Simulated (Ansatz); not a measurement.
Coupled-cluster run, C3H9FZr (`[CH3][Zr]([CH3])([CH3])[F]`).

```yaml
crystal:
  periodic: [false, false, false]
  atoms:
    - {symbol: C, position_ang: [-1.823707, 0.585517, 0.819719]}
    - {symbol: Zr, position_ang: [-0.150705, 0.194671, -0.576349]}
    - {symbol: C, position_ang: [1.650079, 1.264166, 0.141462]}
    - {symbol: C, position_ang: [0.279702, -1.977995, -0.542996]}
    - {symbol: F, position_ang: [-0.602175, 0.752101, -2.340140]}
    - {symbol: H, position_ang: [-2.752918, 0.857846, 0.307662]}
    - {symbol: H, position_ang: [-1.572673, 1.400834, 1.510062]}
    - {symbol: H, position_ang: [-2.026600, -0.307500, 1.425592]}
    - {symbol: H, position_ang: [2.512466, 0.584733, 0.153382]}
    - {symbol: H, position_ang: [1.913622, 2.122686, -0.485723]}
    - {symbol: H, position_ang: [1.506156, 1.630646, 1.165897]}
    - {symbol: H, position_ang: [0.736553, -2.332296, -1.473720]}
    - {symbol: H, position_ang: [0.968246, -2.217843, 0.277786]}
    - {symbol: H, position_ang: [-0.638045, -2.557586, -0.382643]}
basis:
  gaussian: {orbitals: def2-SVP}
correlation: {method: ccsd_t}
```

```sh
$ ansatz run in.yaml --threads 4 --pin off --events-out ev --progress --plain --max-ram 11315MiB
```

The program prints (abridged):

```
Functional definition: HF
1365 factors; integrals over basis functions are off by at most 1.3e-3 eV
mean field evaluation 1: about -7196.9001 eV, gradient 5.1e1 eV
mean field evaluation 2: about -7196.9861 eV, gradient 5.1e1 eV
mean field evaluation 4: about -7203.0498 eV, gradient 4.7e0 eV
mean field evaluation 8: about -7203.1446 eV, gradient 5.1e-1 eV
mean field -7203.14570044 eV, -264.7107220238 hartree, gradient 2.8e-6 eV, S^2 0.000000; 0 other end points of the search recorded, 0 dependent functions left out
4 core orbitals not correlated: weight in the atoms' cores, before any rotation towards them, 1.000 or more for the frozen orbitals, at most 0.000 for the correlated occupied ones
reference -7203.14570044 eV, -264.7107220238 hartree; 20, 20 occupied and 108, 108 virtual orbitals, 1365 factors
second order -23.93675896 eV of doubles, -0.00000000 eV of singles
cycle   1  -24.54598123 eV  change   -6.1e-1 eV  update   1.4e-1
cycle   2  -25.13766748 eV  change   -5.9e-1 eV  update   4.8e-2
cycle   3  -25.33822979 eV  change   -2.0e-1 eV  update   2.8e-2
cycle   4  -25.34814089 eV  change   -9.9e-3 eV  update   7.6e-3
cycle   5  -25.33939532 eV  change    8.7e-3 eV  update   3.1e-3
cycle   6  -25.33889910 eV  change    5.0e-4 eV  update   1.1e-3
cycle   7  -25.33885408 eV  change    4.5e-5 eV  update   4.1e-4
cycle   8  -25.33885788 eV  change   -3.8e-6 eV  update   1.7e-4
cycle   9  -25.33893561 eV  change   -7.8e-5 eV  update   8.0e-5
cycle  10  -25.33894323 eV  change   -7.6e-6 eV  update   3.0e-5
perturbative correction -0.75665967 eV, -0.0278067299 hartree
Total energy: -7229.24130334 eV, -265.6697177421 hartree
```

It took 33 s on 4 threads of an Arm Neoverse V1 on a shared host, with 1.1 GiB of host memory at the peak.

The correlation energy is -26.096 eV, 2.9 % of it from (T); the T1 diagnostic reads 0.0152.
